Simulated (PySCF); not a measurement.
# Reading the logs of faulty runs: B2H5NSi

These are calculations, not measurements. They come from PySCF 2.14.0, an open-source quantum chemistry program, on an isolated molecule that a program drew, which may never have been made. The molecule is B2H5NSi (charge 0, singlet), drawn as the SMILES string `B=N[SiH2]B`.

Each row is a Hartree-Fock (HF) and frozen-core CCSD(T) single point in the cc-pV(D+d)Z basis, meant for a local HF minimum. Run 1 is clean. Each other run has one planted mistake out of seven kinds, and not every kind appears here: one electron removed, one electron added, multiplicity raised by two, geometry at a saddle point, minimal basis STO-3G, one bond length entered in bohr, all coordinates scaled. The reference is restricted for singlets and unrestricted otherwise, and also for a bond in bohr. Adding or removing an electron swaps singlet and doublet. Electrons count all cores. HOMO and LUMO are orbital energies over both spins, the gradient is its largest component, and the lowest frequency (negative if imaginary) is given only where the gradient is small. Bond lengths are over the 8 bonds as drawn. T1 is the CCSD diagnostic: over 0.02 (restricted) or 0.045 (unrestricted) a single reference is doubtful.

Geometry of the clean run:
```xyz
9
B2H5NSi, angstrom
B    -3.5515    0.3052    0.1431
N    -2.5962   -0.4594    0.3496
Si   -1.2718   -1.5184    0.6186
B    -0.3727   -2.1627   -1.0886
H    -4.4541    1.0278   -0.0500
H    -0.2569   -0.8278    1.4554
H    -1.7419   -2.7041    1.3806
H    -0.7299   -1.8378   -2.1875
H     0.5670   -2.9085   -1.0115
```

```
run  electrons  basis functions  <S^2>  HOMO (eV)  LUMO (eV)  gradient (hartree/bohr)  lowest frequency (cm^-1)  mean bond (Å)  longest bond (Å)      T1  HF (hartree)  CCSD(T) (hartree)                          mistake
  1         36               90  0.000     -10.42       1.53                  2.1e-05                       104         1.4423             2.034  0.0155    -395.67528         -396.15488                         no fault
  2         36               90  2.013      -7.48      -1.15                  5.4e-02                         -         1.4423             2.034  0.0196    -395.56044         -396.03158       multiplicity raised by two
  3         36               90  0.924      -8.46       1.51                  9.6e-03                         -         1.6685             3.844  0.0233    -395.57052         -396.02578  one bond length entered in bohr
  4         36               29  0.000      -8.26       6.17                  6.4e-02                         -         1.4423             2.034  0.0170    -391.00513         -391.24507                                ?
  5         36               90  0.000     -10.46       1.55                  1.5e-02                         -         1.4250             2.010  0.0151    -395.67391         -396.15133                                ?
```

**Which mistake was planted in run 4, and what did it cost?**

It has 29 basis functions where the clean run has 90, with the same electrons and geometry. So the mistake is: minimal basis STO-3G. Subtracting run 1 and multiplying by 627.51 kcal/mol a hartree, the energy moved by 2930.6 kcal/mol in HF and 3081.0 kcal/mol in CCSD(T).

**Which mistake was planted in run 5, and what did it cost?**

The mean and the longest bond both change by the same factor, 0.988, and the gradient is no longer small. So the mistake is: all coordinates scaled. Subtracting run 1 and multiplying by 627.51 kcal/mol a hartree, the energy moved by 0.9 kcal/mol in HF and 2.2 kcal/mol in CCSD(T).

